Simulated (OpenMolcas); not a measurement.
# How methods differ on C2H7NSi (SMILES C=NC[SiH3])

The species is C2H7NSi (11 atoms), meant as a singlet with charge 0. As SMILES, `C=NC[SiH3]`. The coordinates come from a PBE0-D4/def2-TZVP relaxation. This is one conformer, not always the lowest.

```xyz
11

C    -0.6394    1.8693    0.3639
N    -0.9986    0.7131    0.0180
C    -0.2990   -0.4170    0.5626
Si    0.7063   -1.2574   -0.8027
H    -1.1459    2.7335   -0.0632
H     0.1669    2.0590    1.0866
H    -1.0299   -1.1514    0.9179
H     0.3652   -0.1617    1.4045
H     1.7296   -0.3113   -1.3199
H    -0.1798   -1.6830   -1.9145
H     1.3899   -2.4501   -0.2324
```

Each level gives the energy change with the Si4–H10 bond stretched from 1.484 to 1.707 Å (eV). The values are calculated.

```tsv
level	kind	program	value (eV)	less CCSD(T)/cc-pVDZ	CPU time (all runs)
HF/cc-pVDZ (unrestricted)	Hartree–Fock	OpenMolcas	0.35	+0.04	23 s
BLYP/cc-pVDZ (restricted)	GGA	OpenMolcas	0.26	-0.05	98 s
revPBE/cc-pVDZ (restricted)	GGA	OpenMolcas	0.24	-0.07	1.7 min
BHLYP/cc-pVDZ (restricted)	global hybrid	OpenMolcas	0.34	+0.03	88 s
PBE0/cc-pVDZ (restricted)	global hybrid	OpenMolcas	0.29	-0.02	90 s
B2PLYP/cc-pVDZ (restricted)	double hybrid	OpenMolcas	0.32	+0.01	80 s
MP2/cc-pVDZ (restricted)	perturbation theory	OpenMolcas	0.34	+0.03	21 s
CCSD(T)/cc-pVDZ (restricted)	coupled cluster or CI	OpenMolcas	0.31	0.00	2.5 min
```

CCSD(T)/cc-pVDZ (restricted) is the highest level here, not the true value. The first shape isn't each level's own minimum. The values span 0.24 to 0.35 eV. Times are those of the runs behind each value, whatever else they computed, on shared processors of several kinds: orders of magnitude only.
